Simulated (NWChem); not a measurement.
SiHI₃; SMILES [SiH](I)(I)I

```xyz
5

Si     0.0000     0.0000     0.6893
I      2.2073     0.7679    -0.0756
I     -0.4386    -2.2956    -0.0756
I     -1.7687     1.5277    -0.0756
H      0.0000     0.0000     2.1862
```
Atoms are numbered in this order, from 1.

Level: PBE-D3(BJ)/def2-SVP with def2 effective core potentials on I (NWChem), optimised geometry, unscaled harmonic frequencies. def2 effective core potentials on I; no spin-orbit coupling.

Problem. List the harmonic frequencies with IR intensities, and the thermochemistry.

Solution. 
| frequency (cm⁻¹) | IR intensity (km/mol) |
|---|---|
| 71 | 0.1 |
| 71 | 0.1 |
| 114 | 0.1 |
| 277 | 4.0 |
| 390 | 91.2 |
| 390 | 91.2 |
| 695 | 142.6 |
| 695 | 142.6 |
| 2187 | 40.1 |

```
Quantity                                                                           Result
-----------------------------------------------------------------------  ----------------
zero-point energy                                                            7.0 kcal/mol
thermal correction to the enthalpy at 298.15 K (with zero-point energy)     11.6 kcal/mol
heat capacity Cv                                                         18.2 cal/(mol K)
entropy at 298.15 K and 1 atm (symmetry number 3)                        90.4 cal/(mol K)
```

Rigid rotor and harmonic oscillator; modes under 100 cm⁻¹ make the entropy uncertain.
